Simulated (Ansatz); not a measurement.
`N#Cc1ccc(C23CC(C#N)(C2)C3)cc1`, relaxed as a singlet with RKS r2SCAN-D4/def2-SVP in Ansatz, starting from the GFN2-xTB geometry. Force threshold 0.03 eV/Å.

Start:

| atom | x (Å) | y (Å) | z (Å) |
| --- | --- | --- | --- |
| N1 | -2.0763 | 4.9745 | 2.3772 |
| C2 | -1.6732 | 4.0092 | 1.9087 |
| C3 | -1.1757 | 2.8176 | 1.3331 |
| C4 | -0.7245 | 1.7835 | 2.1545 |
| C5 | -0.2415 | 0.6229 | 1.5876 |
| C6 | -0.1992 | 0.4739 | 0.2029 |
| C7 | 0.3226 | -0.7769 | -0.3858 |
| C8 | 0.4532 | -1.1367 | -1.8796 |
| C9 | 0.9888 | -2.3666 | -1.1099 |
| C10 | 1.4926 | -3.5740 | -1.6596 |
| N11 | 1.8989 | -4.5489 | -2.1018 |
| C12 | 1.7378 | -1.3739 | -0.1927 |
| C13 | -0.2221 | -2.2089 | -0.1634 |
| C14 | -0.6500 | 1.5099 | -0.6097 |
| C15 | -1.1358 | 2.6765 | -0.0541 |
| H16 | -0.7563 | 1.9000 | 3.2277 |
| H17 | 0.1075 | -0.1788 | 2.2209 |
| H18 | -0.4693 | -1.2827 | -2.4377 |
| H19 | 1.1829 | -0.5792 | -2.4634 |
| H20 | 1.9969 | -1.7313 | 0.8013 |
| H21 | 2.5645 | -0.8258 | -0.6395 |
| H22 | -0.1184 | -2.6334 | 0.8326 |
| H23 | -1.2008 | -2.4302 | -0.5834 |
| H24 | -0.6173 | 1.3975 | -1.6830 |
| H25 | -1.4851 | 3.4821 | -0.6828 |

| step | energy (eV) | largest force component (eV/Å) | SCF passes |
| --- | --- | --- | --- |
| 1 | -16599.0414 | 2.462 | 25 |
| 2 | -16599.1718 | 0.493 | 23 |
| 3 | -16599.1807 | 0.079 | 24 |
| 4 | -16599.1810 | 0.021 | 24 |

Force components are those of the run's own axes.

End:

```xyz
25

N    -2.101    5.038    2.394
C    -1.691    4.055    1.921
C    -1.188    2.847    1.343
C    -0.733    1.802    2.172
C    -0.245    0.630    1.604
C    -0.198    0.471    0.208
C     0.328   -0.787   -0.383
C     0.455   -1.141   -1.890
C     0.995   -2.382   -1.118
C     1.505   -3.605   -1.689
N     1.918   -4.592   -2.149
C     1.756   -1.391   -0.192
C    -0.223   -2.232   -0.162
C    -0.653    1.517   -0.611
C    -1.145    2.696   -0.056
H    -0.768    1.922    3.258
H     0.108   -0.178    2.252
H    -0.483   -1.293   -2.447
H     1.200   -0.577   -2.473
H     2.009   -1.765    0.813
H     2.588   -0.834   -0.652
H    -0.103   -2.663    0.845
H    -1.213   -2.450   -0.594
H    -0.620    1.403   -1.699
H    -1.499    3.508   -0.696
```

By distances, no bond broke or formed. The bond that changes most is C9–C10, from 1.42 to 1.44 Å (atoms count from 1).

No frequencies were taken in this run, so the end may be a saddle point.

Run time 34 s (4 threads of Arm Neoverse V1 on a shared host).
